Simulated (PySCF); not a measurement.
# H$_{3}$In, SMILES `[InH3]` (charge 0, multiplicity 1)

Method: ωB97X-D3(BJ)/def2-TZVP // B3LYP-D3(BJ)/def2-TZVP in PySCF.

```yaml
HOMO: -10.62 eV
dipole_moment: 0.00 D
HOMO–LUMO gap: 10.45 eV
LUMO: -0.17 eV
total_energy: -191.9688 Ha
cost: very roughly 4 core-seconds
```

```xyz
4

In     0.0000     0.0000     0.0000
H     -1.4715    -0.9096     0.0424
H     -0.0521     1.7297    -0.0122
H      1.5236    -0.8200    -0.0301
```
